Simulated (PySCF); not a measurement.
Br$_{4}$Zr, triplet, at a GFN2-xTB geometry (such geometries of metal compounds can be far from the true shape) (the multiplicity is a formal guess) (all electrons, no relativity); PBE/3-21G run with PySCF.

Here is a job for PySCF.
```python
from pyscf import gto, scf, dft

mol = gto.Mole()
mol.atom = '''
    Zr    0.00000000   -0.00000000   -0.00000000
    Br    2.01024060   -0.54774357   -1.47819860
    Br    0.77449110    0.29147656    2.41689188
    Br   -1.08964532    2.16329082   -0.81179266
    Br   -1.69508639   -1.90702380   -0.12690062
'''
mol.basis = '3-21g'
mol.spin = 2
mol.verbose = 5
mol.build()

mf = dft.UKS(mol)
mf.xc = 'pbe'
mf.kernel()
```

It wrote (shortened):

```
PySCF version 2.14.0

[INPUT] verbose = 5
[INPUT] max_memory = 4000
[INPUT] num. atoms = 5
[INPUT] num. electrons = 180
[INPUT] charge = 0
[INPUT] spin (= nelec alpha-beta = 2S) = 2
[INPUT] symmetry False subgroup None
[INPUT] Mole.unit = angstrom
[INPUT] Symbol           X                Y                Z      unit          X                Y                Z       unit  Magmom
[...]
[INPUT] ---------------- BASIS SET ----------------
[INPUT] l, kappa, [nprim/nctr], expnt,             c_1 c_2 ...
[INPUT] Br
[...]
                                923.69743         0.372041
                                202.52031         0.685873
[...]
                                58.25357          0.093145
                                18.46933          0.961679
[...]
                                6.821752          0.280266
                                2.291629          0.902036
[...]
                                0.499354          1.336012
[...]
                                58.25357          0.601056
                                18.46933          0.41287
[...]
                                6.821752          0.48661
                                2.291629          0.582423
[...]
                                0.499354          0.98407
[...]
                                8.900831          0.511748
                                2.428436          0.575915
[INPUT] Zr
[...]
                                1221.668          0.369399
                                267.6917          0.688728
[...]
                                78.30495          0.08584
                                24.84523          0.967513
[...]
                                17.57415          1.409596
                                3.742985          1.009349
[...]
                                1.178992          0.423285
                                0.444697          0.814068
[...]
                                0.062116          1.120709
[...]
                                78.30495          0.596569
                                24.84523          0.416785
[...]
                                17.57415          1.11209
                                3.742985          0.736802
[...]
                                1.178992          0.459976
                                0.444697          0.605849
[...]
                                0.062116          1.000384
[...]
                                14.77416          0.500554
[...]
  8.75845898e-01  8.75849641e-01  8.79601587e-01  9.60480027e-01]
  beta  mo_energy =
[-6.36353383e+02 -4.77720418e+02 -4.77720311e+02 -4.77720305e+02
 -4.77720299e+02 -8.72425040e+01 -7.97002951e+01 -7.96956880e+01
 -7.96956879e+01 -6.14253428e+01 -6.14252072e+01 -6.14252016e+01
 -6.14251959e+01 -5.51200525e+01 -5.51199507e+01 -5.51199427e+01
 -5.51199386e+01 -5.51193254e+01 -5.51193251e+01 -5.51191774e+01
 -5.51190896e+01 -5.51187564e+01 -5.51186130e+01 -5.51186127e+01
 -5.51184870e+01 -1.44005610e+01 -1.14784181e+01 -1.14670488e+01
 -1.14670466e+01 -8.34694790e+00 -8.34693324e+00 -8.34692784e+00
 -8.34692364e+00 -6.67561143e+00 -6.67373308e+00 -6.67372898e+00
 -6.66795752e+00 -6.66260328e+00 -6.17900305e+00 -6.17899415e+00
 -6.17899244e+00 -6.17898322e+00 -6.17777839e+00 -6.17777330e+00
 -6.17776580e+00 -6.17775742e+00 -6.17457270e+00 -6.17455868e+00
 -6.17455290e+00 -6.17454621e+00 -2.35941403e+00 -2.35934159e+00
 -2.35931399e+00 -2.35842286e+00 -2.35823138e+00 -2.35800084e+00
 -2.35799264e+00 -2.35772054e+00 -2.35596987e+00 -2.35581191e+00
 -2.35554885e+00 -2.35549966e+00 -2.35458509e+00 -2.35457431e+00
 -2.35456893e+00 -2.35456064e+00 -2.35423513e+00 -2.35420382e+00
 -2.35413662e+00 -2.35409097e+00 -1.91392778e+00 -1.16044957e+00
 -1.12889792e+00 -1.12889608e+00 -7.07869251e-01 -7.01497671e-01
 -7.01248884e-01 -7.01248230e-01 -3.24530770e-01 -3.13506896e-01
 -3.13506537e-01 -3.11348545e-01 -2.98772239e-01 -2.93893459e-01
 -2.89249592e-01 -2.86879469e-01 -2.86879320e-01 -2.69354928e-01
 -2.69354444e-01 -2.68452063e-01 -1.15750698e-01 -8.69635003e-02
 -8.69629188e-02 -8.40834840e-02 -7.97149083e-02 -3.30655136e-02
  1.26773542e-02  1.32464009e-02  1.32468899e-02  9.24309013e-02
  1.29213066e-01  1.35054452e-01  1.35059534e-01  5.35056651e-01
  5.41416636e-01  5.52221477e-01  5.52222883e-01  5.53224874e-01
  6.07169748e-01  6.07172365e-01  6.07397831e-01  6.07547918e-01
  6.47084697e-01  6.47085976e-01  6.48336062e-01  6.90607026e-01
  7.11613862e-01  7.95941676e-01  7.95945009e-01  8.00346539e-01
  8.84121144e-01  8.84127201e-01  8.86102824e-01  9.65841403e-01]
multiplicity <S^2> = 2.0018358  2S+1 = 3.0012236
nelec by numeric integration = [90.99999312 88.999993  ]
E1 = -23333.189144308293  E2 = 7471.3965584042035  Ecoul = 7947.133579419608  Exc = -475.7370210154049
Extra cycle  E= -13769.4446382264  delta_E= 1.83e-07  |g|= 0.00035  |ddm|= 0.00218
SCF not converged.
SCF energy = -13769.4446382264 after 50 cycles  <S^2> = 2.0018358  2S+1 = 3.0012236
```

Convergence was not reached.
